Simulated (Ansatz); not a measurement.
C2H4AlFO (SMILES C=C[O][AlH][F]): name the method

The species is C2H4AlFO (9 atoms), meant as a singlet with charge 0. As SMILES, `C=C[O][AlH][F]`. The coordinates come from a PBE0-D4/def2-TZVP relaxation. This is one conformer, not always the lowest.

```xyz
9

C    -1.5620   -0.3601    1.1039
C    -0.7280   -0.3129    0.0755
O     0.4903    0.2565    0.1396
Al    1.8008    0.5193   -0.8848
F     3.0876    1.3016   -0.2350
H    -1.2977    0.0653    2.0641
H    -2.5277   -0.8322    0.9885
H    -0.9990   -0.7431   -0.8888
H     1.8243    0.0592   -2.3803
```

Orbital energies are those of the mean-field step.

A calculation with Ansatz 0.2.0 gave:

- total energy: -492.0382 Eh
- dipole moment: 1.96 D
- HOMO energy: -9.28 eV
- LUMO energy: 1.77 eV
- HOMO–LUMO gap: 11.05 eV
- largest force: 1.935 eV/Å

**Question.** Which of these levels gave the numbers?
A. HF/def2-SVP
B. B3LYP/6-31G* (spherical functions)
C. PBE0/def2-SVP
D. BCCD(T)/MIDI

**Answer.** D. The others give -495.5442 Eh (PBE0/def2-SVP), -496.1985 Eh (B3LYP/6-31G* (spherical functions)), -494.1080 Eh (HF/def2-SVP).
